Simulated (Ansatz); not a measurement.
`C[SiH2][BH][GeH3]` + H₂ → `B[SiH2]C` + GeH₄  (hydrogenolysis of a B–Ge bond)

Isolated molecules relaxed with PBE0-D4/def2-TZVP in Ansatz; ΔE leaves out vibrations. CCSD(T)/CBS adds triple-zeta CCSD(T) − MP2 to the extrapolated MP2 energy (def2 sets, frozen cores). This one scheme is used for every species. Functionals use def2-TZVPP. For Ge outer-core shells are correlated without core-valence functions, which leaves a few kJ/mol of doubt a bond. Scalar relativity is left out up to krypton. One conformer a species, not always the lowest.

`C[SiH2][BH][GeH3]`:

```xyz
13

C    -1.630   -0.986    0.460
Si   -1.232    0.500   -0.613
B     0.722    0.884   -0.845
Ge    2.170    0.137    0.410
H    -1.267   -1.907   -0.003
H    -2.707   -1.085    0.608
H    -1.157   -0.893    1.440
H    -1.740    1.748    0.044
H    -1.936    0.386   -1.923
H     1.078    1.591   -1.743
H     2.618   -1.208   -0.208
H     1.655   -0.181    1.827
H     3.425    1.018    0.544
```

H₂:

```xyz
2

H     0.173    0.147    0.296
H    -0.173   -0.147   -0.296
```

`B[SiH2]C`:

Cartesian coordinates in Å:
```
B -0.095 -0.527 -1.777
Si 0.482 -0.445 0.146
C -0.385 0.834 1.210
H -0.974 0.144 -2.237
H 0.450 -1.290 -2.521
H 1.958 -0.208 0.175
H 0.264 -1.809 0.719
H -1.463 0.655 1.227
H -0.020 0.806 2.239
H -0.219 1.840 0.819
```

GeH₄:

Z-matrix (Å, degrees):
```
Ge
H 1 1.534
H 1 1.534 2 109.5
H 1 1.534 2 109.5 3 -120.0
H 1 1.534 2 109.5 3 120.0
```

```json
{"level": "PBE0", "ΔE (kJ/mol)": "-20.9"}
{"level": "HF/CBS(def2)", "ΔE (kJ/mol)": "-53.7"}
```

(1) What does CCSD(T)/CBS give? (Best estimate.)

Largest T1 diagnostic among the species: 0.012.

Results:

(1) The calculation gave: -14.6 kJ/mol. The listed levels differ from it by -6.3, -39.1 kJ/mol.

At CCSD(T), def2-SVP lies −16.0 kJ/mol from the extrapolated value and def2-TZVPP −3.9 kJ/mol. From PBE to PBE0 (25 % exact exchange), in def2-TZVPP and without D4, ΔE moves by −6.0 kJ/mol. Leaving LDA and LC-ωPBE aside and taking each functional with its dispersion term where it has one, the values, not all of them listed here, spread over 20.4 kJ/mol, from CAM-B3LYP-D4 to revPBE-D4. LDA lies +5.6 kJ/mol from PBE without D4.

CCSD(T)/CBS has its own doubt, a few kJ/mol and more with outer-core shells, so smaller differences from it don't rank the levels.
